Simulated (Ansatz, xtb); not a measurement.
**Relative energy of two isomers of C2H8AlB**

We compare X, `B[CH2][AlH][CH3]`, a singlet, with Y, `CB[CH2][AlH2]`, a singlet. Both are isolated molecules in the gas phase, relaxed with B3LYP/6-31G*; each stands in its lowest conformer found.

Quicker runs give these differences E(Y) − E(X): GFN2-xTB −8.37 kcal/mol; HF/STO-3G +5.58 kcal/mol (at GFN2-xTB geometries); r2SCAN-D4/def2-SVP −0.59 kcal/mol (at GFN2-xTB geometries).

Problem. Estimate which is lower in electronic energy at CCSD(T)/def2-SVP + ΔMP2/def2-TZVPP, and by roughly how much.

Solution. Too close to call at this level: CCSD(T)/def2-SVP + ΔMP2/def2-TZVPP gives E(Y) − E(X) = −0.11 kcal/mol.

Level by level:

```json
{"level": "GFN2-xTB", "geometry": "GFN2-xTB", "E(Y) − E(X) (kcal/mol)": "−8.37", "departure from the last row (kcal/mol)": "−8.27", "job, with rough time for the two": "optimisation, 0.38 s"}
{"level": "HF/STO-3G", "geometry": "GFN2-xTB", "E(Y) − E(X) (kcal/mol)": "+5.58", "departure from the last row (kcal/mol)": "+5.68", "job, with rough time for the two": "single point, 0.32 s"}
{"level": "r2SCAN-D4/def2-SVP", "geometry": "GFN2-xTB", "E(Y) − E(X) (kcal/mol)": "−0.59", "departure from the last row (kcal/mol)": "−0.49", "job, with rough time for the two": "single point, 3.2 s"}
{"level": "B3LYP/6-31G*", "geometry": "B3LYP/6-31G*", "E(Y) − E(X) (kcal/mol)": "−0.80", "departure from the last row (kcal/mol)": "−0.70", "job, with rough time for the two": "optimisation, 3.1 min"}
{"level": "HF/def2-SVP", "geometry": "B3LYP/6-31G*", "E(Y) − E(X) (kcal/mol)": "−2.57", "departure from the last row (kcal/mol)": "−2.47", "job, with rough time for the two": "part of the CCSD(T) run"}
{"level": "MP2/def2-SVP", "geometry": "B3LYP/6-31G*", "E(Y) − E(X) (kcal/mol)": "−1.93", "departure from the last row (kcal/mol)": "−1.83", "job, with rough time for the two": "part of the CCSD(T) run"}
{"level": "CCSD(T)/def2-SVP", "geometry": "B3LYP/6-31G*", "E(Y) − E(X) (kcal/mol)": "−2.18", "departure from the last row (kcal/mol)": "−2.07", "job, with rough time for the two": "single point"}
{"level": "CCSD(T)/def2-SVP + ΔMP2/def2-TZVPP", "geometry": "B3LYP/6-31G*", "E(Y) − E(X) (kcal/mol)": "−0.11", "departure from the last row (kcal/mol)": "", "job, with rough time for the two": "single point, 52 s"}
```

As drawn, Y has 1 C–B, 1 Al–H in place of 1 C–Al, 1 B–H.

The largest departure from CCSD(T)/def2-SVP + ΔMP2/def2-TZVPP is that of GFN2-xTB, 8.27 kcal/mol. The last row adds to CCSD(T) the change of the MP2 difference between the two basis sets, here +2.07 kcal/mol.

With harmonic frequencies from B3LYP/6-31G* (ideal gas, rigid rotor, one conformer each, 298.15 K, 1 atm): on the last row, ΔE + ΔZPE = −0.55 kcal/mol. A mode under 50 cm⁻¹ makes harmonic enthalpies and free energies unreliable, so none is given.

The correlated steps freeze 8 core orbitals. Programs: Ansatz 0.2.0, xtb 6.7.1; the last row on 1 thread of Intel(R) Xeon(R) 6975P-C (Granite Rapids) on a shared host.
